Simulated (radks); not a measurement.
The numbers below are computed, except where a source is named.
Question: Spherical quantum dot in the effective-mass picture: electrons in a parabolic well V = omega^2 r^2 / 2 with omega = 0.127, with a point charge +1 (a donor) at the centre, all in effective atomic units (hartree* = m*/eps^2 hartree, bohr* = eps/m* bohr), one dielectric constant everywhere. Level of theory: non-relativistic Kohn-Sham, exchange-only LDA, spin-polarised, spherical densities (a radial shooting solver with Libxc functionals). Levels are named by radial order and angular momentum (1s, 1p, 1d, 2s, ...), and open shells are averaged over m. At N = 33 the configuration is 1s2 1p6 1d10 2s2 1f(up 7, down 6). Does electron 34 go into 2p up or 2p down or 1f down?

Answer: Into 1f down. The total energies of the other choices lie higher by 0.0127 hartree* (2p up), 0.0136 hartree* (2p down).
